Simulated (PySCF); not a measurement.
Compound: C6H14OSi.
Atom-mapped SMILES: `[CH3:1][C@@H:2]([OH:3])[C@H:4]1[CH2:5][CH2:6][CH2:7][SiH2:8]1`

Cartesian coordinates in Å at the GFN2-xTB level; atoms count from 1:
```
atom  x, y, z in Å
C1    -2.686   -0.408    0.196
C2    -1.470   -0.178   -0.700
O3    -1.769    0.736   -1.743
C4    -0.246    0.312    0.068
C5     0.414   -0.749    0.951
C6     1.843   -0.293    1.241
C7     2.512    0.059   -0.090
Si8    1.138    0.888   -1.124
H9    -3.540   -0.713   -0.405
H10   -2.942    0.508    0.727
H11   -2.473   -1.185    0.925
H12   -1.222   -1.109   -1.222
H13   -2.038    1.569   -1.339
H14   -0.561    1.147    0.706
H15    0.442   -1.698    0.411
H16   -0.137   -0.907    1.881
H17    1.810    0.595    1.876
H18    2.400   -1.065    1.778
H19    2.859   -0.854   -0.575
H20    3.390    0.682    0.070
H21    1.032    0.329   -2.468
H22    1.233    2.351   -1.164
```

NICS is the negative of the GIAO shielding at a point without a nucleus: at the ring centre (0) and 1 Å above and below it (1); zz is the component along the ring normal. Level: GIAO PBE0/pcSseg-1 (PySCF, non-relativistic, gas phase) on the GFN2-xTB geometry, one conformer.

Ring bond lengths (Å), with Mayer bond orders in brackets: C4–C5 1.530 (0.99), C5–C6 1.527 (1.04), C6–C7 1.531 (1.03), C7–Si8 1.909 (0.91), Si8–C4 1.915 (0.86).

**Question.** What do the NICS probes read (ppm)?

**Answer.** 
| ring | type | NICS(0) | NICS(1), two faces | NICS(1)zz, two faces | rms pucker (Å) | centre to ring atoms, mean (Å) |
| --- | --- | --- | --- | --- | --- | --- |
| C4–C5–C6–C7–Si8 | 5-membered ring with Si; formal bonds all single | -4.4 | -3.6 / -3.9 | -1.0 / -2.0 | 0.20 | 1.40 |

**Question.** What can be read from them?

**Answer.** 
- C4–C5–C6–C7–Si8: mean NICS(1)zz -1.5 ppm, near zero. C4, C5, C6, C7, Si8 have four or more neighbours; no verdict on aromaticity is drawn.

**Question.** At the first NICS(1) probe listed for ring C4–C5–C6–C7–Si8, 1 Å off the ring, how large is the induced field along the normal in 7.05 T applied along it?

**Answer.** NICSzz × B0 = -1.0 ppm × 7.05 T = -7 μT, against the applied field.

**Question.** What are the shieldings of the ring atoms and their hydrogens in the same run (means over atoms taken as equivalent)?

**Answer.** 
```json
{"atoms": "C4", "environment": "sp3 carbon bound to silicon", "σ isotropic (ppm)": "142.3", "principal values of the symmetric part, first atom (ppm)": "109.5, 142.8, 174.6"}
{"atoms": "C5", "environment": "ring CH2 carbon", "σ isotropic (ppm)": "150.6", "principal values of the symmetric part, first atom (ppm)": "130.8, 156.7, 164.5"}
{"atoms": "C6", "environment": "ring CH2 carbon", "σ isotropic (ppm)": "154.1", "principal values of the symmetric part, first atom (ppm)": "129.5, 161.3, 171.4"}
{"atoms": "C7", "environment": "sp3 carbon bound to silicon", "σ isotropic (ppm)": "176.4", "principal values of the symmetric part, first atom (ppm)": "160.5, 171.7, 197.1"}
{"atoms": "Si8", "environment": "SiH2 silicon", "σ isotropic (ppm)": "378.4", "principal values of the symmetric part, first atom (ppm)": "325.7, 377.3, 432.2"}
{"atoms": "H14", "environment": "methine hydrogen", "σ isotropic (ppm)": "30.71", "principal values of the symmetric part, first atom (ppm)": "28.6, 29.8, 33.7"}
{"atoms": "H15", "environment": "methylene hydrogen", "σ isotropic (ppm)": "30.77", "principal values of the symmetric part, first atom (ppm)": "26.2, 30.3, 35.9"}
{"atoms": "H16", "environment": "methylene hydrogen", "σ isotropic (ppm)": "29.82", "principal values of the symmetric part, first atom (ppm)": "24.2, 29.3, 35.9"}
{"atoms": "H17", "environment": "methylene hydrogen", "σ isotropic (ppm)": "30.35", "principal values of the symmetric part, first atom (ppm)": "25.7, 28.5, 36.8"}
{"atoms": "H18", "environment": "methylene hydrogen", "σ isotropic (ppm)": "29.52", "principal values of the symmetric part, first atom (ppm)": "23.7, 27.5, 37.4"}
{"atoms": "H19", "environment": "methylene hydrogen", "σ isotropic (ppm)": "30.99", "principal values of the symmetric part, first atom (ppm)": "26.4, 28.0, 38.6"}
{"atoms": "H20", "environment": "methylene hydrogen", "σ isotropic (ppm)": "30.78", "principal values of the symmetric part, first atom (ppm)": "25.9, 27.7, 38.8"}
{"atoms": "H21", "environment": "Si–H hydrogen", "σ isotropic (ppm)": "27.38", "principal values of the symmetric part, first atom (ppm)": "23.3, 26.4, 32.5"}
{"atoms": "H22", "environment": "Si–H hydrogen", "σ isotropic (ppm)": "27.51", "principal values of the symmetric part, first atom (ppm)": "23.7, 25.6, 33.3"}
```

The list is cut; further classes of hydrogen are left out.
